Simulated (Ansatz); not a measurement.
Ansatz (a quantum-chemistry and plane-wave program) input (B3LYP-D3(BJ)/def2-TZVP):

Ansatz 0.2 input:
```yaml
crystal:
  periodic: [false, false, false]
  atoms:
    - {symbol: Si, position_ang: [-0.85836286, -0.05613544, -0.14470812]}
    - {symbol: Ge, position_ang: [1.38923878, 0.23123375, -0.77179590]}
    - {symbol: H, position_ang: [-1.79395852, 1.00542554, -0.24470215]}
    - {symbol: H, position_ang: [-1.75775405, -1.00532637, 0.55233190]}
    - {symbol: H, position_ang: [1.69390601, -1.14395970, -0.08735503]}
    - {symbol: H, position_ang: [1.28044532, 0.95672080, 0.61341092]}
basis:
  gaussian:
    orbitals: def2-TZVP
hamiltonian:
  xc: b3lyp
  dispersion: d3bj
total_charge: -1
magnetization: {spin_polarized: true, initial_magnetization: 1}
relax: {f_tol: 0.002, max_steps: 150}
```

End of the output:

```
integrals: 0.04 GiB planned
826 factors; their error is unknown
mean field: 0.50 GiB planned
mean field evaluation 160: about -64462.6849 eV, gradient 2.3e-1 eV
mean field -64462.92519651 eV, -2368.9688064317 hartree, gradient 3.2e-5 eV, S^2 0.759345; 1 other end points of the search recorded, 0 dependent functions left out
the calculation of the forces begins
reference -64462.92543836 eV, -2368.9688153195 hartree; 26, 25 occupied and 83, 84 virtual orbitals, 826 factors
Total energy: -64463.14543054 eV, -2368.9768998829 hartree
Atom 0 at    -1.126668    -0.408114     0.035797 Å, force    -0.000055    -0.000413     0.000135 eV/Å
Atom 1 at     1.121996     0.475214    -0.071285 Å, force     0.000558    -0.000351     0.000038 eV/Å
Atom 2 at    -1.848406     0.148892    -1.182404 Å, force    -0.000155     0.000131    -0.000357 eV/Å
Atom 3 at    -1.838735     0.402240     1.108864 Å, force    -0.000218     0.000208     0.000255 eV/Å
Atom 4 at     1.817685    -0.446285    -1.173823 Å, force    -0.000087     0.000228    -0.000117 eV/Å
Atom 5 at     1.827643    -0.183988     1.200032 Å, force    -0.000043     0.000198     0.000045 eV/Å
Dipole moment:     0.333520     0.216620    -0.025348 e Å
```
